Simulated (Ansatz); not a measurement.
Mulliken charges of C$_{2}$H$_{3}$BrN$_{2}$Si (`Br/C=N\C1=N[SiH2]1`) from B3LYP/def2-TZVPP in Ansatz (PBE0-D4/def2-TZVP geometry).

```
atom   x (Å)   y (Å)   z (Å)  charge (e)
 Br1   0.251  -2.417  -1.197      -0.048
  C2   1.510  -1.003  -0.986      -0.023
  N3   1.250   0.131  -0.543      -0.125
  C4   0.058   0.565  -0.072       0.122
  N5  -0.853   1.318  -0.568      -0.288
 Si6  -1.241   0.874   1.110       0.317
  H7   2.508  -1.290  -1.297       0.149
  H8  -2.306  -0.116   1.369      -0.052
  H9  -1.089   1.894   2.167      -0.052
```

**Question.** By hand: the dipole of these point charges (1 e Å = 4.8032 D).

**Answer.** Σ q r = (0.207, -0.196, 0.278) e Å, of length 0.398 e Å = 1.91 D.

**Question.** How does the dipole of the full density compare? (Estimate.)

**Answer.** Computed: (0.126, -0.280, 0.334) e Å, 2.18 D; the point charges give 0.88 times that, at 16° from its direction.

Point charges leave out the atoms' own dipoles, such as those of lone pairs, and Mulliken's split depends on the basis, so the close match here is no proof of good charges.

B3LYP here is the variant with VWN-RPA as its local correlation; programs differ in this.
